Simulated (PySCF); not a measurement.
# Identify the compound

Molecular formula: C$_{5}$H$_{8}$F$_{3}$NSi. Simulated spectra:

1H NMR (500 MHz, computed): δ 8.74 (m, 1H), 8.63 (m, 1H), 5.89 (m, 1H), 5.49 (m, 1H), 5.13 (t, 2H), 2.17 (t, 2H).

13C{1H} NMR (computed): δ 175.6 (CH2), 144.6 (C), 133.3 (C), 125.0 (CH2), 21.3 (CH2).

All values are calculated (PySCF 2.14): GFN2-xTB structure, GIAO PBE0/pcSseg-1 shieldings. Relativity neglected, no solvent, one averaged value for each set of equivalent atoms, a single conformation.

Referencing at the same level of theory: 1H and 13C against TMS.

Problem. What is the structure?

Solution. 
1. Rings plus π bonds: 2 (no ring in the answer).
2. 5 carbon signals for 5 carbons: no two carbons are equivalent.
3. Carbon types of the structure: 2 × C, 3 × CH2, leaving 2 H on heteroatoms.
4. δC 175.6: C=N carbon.
5. δC 144.6: fully substituted alkene carbon; an sp2 carbon of a C=C bond.
6. δC 133.3: CF3 carbon; 3 electronegative neighbours deshield it.
7. δC 125.0: terminal =CH2 carbon; as expected for a trigonal carbon in a double bond.
8. δH 8.74, 8.63: hydrogen on a C=N carbon.
9. δH 5.89, 5.49: hydrogen on a terminal =CH2 carbon; olefinic region.
10. δH 2.17: hydrogen on an allylic sp3 CH2 bonded to Si; allylic position.

The compound is SMILES C=N[SiH2]CC(=C)C(F)(F)F.

The shifts were computed for this structure.

Splittings by 19F in the carbon and heteronuclear signals aren't shown, as no couplings were computed. Shifts are as computed. Against solution values, carbons near 30 ppm lie about +3 ppm off and those near 130 ppm about +5 ppm. Of 1211 compounds with measured shifts, 218 miss one by over three times the rms of a fit or turn the order of signals round; such compounds aren't used in these exercises. Multiplicities follow the n + 1 count of equivalent neighbours, as no J values were calculated; m marks all less simple cases, F and P coupling included.
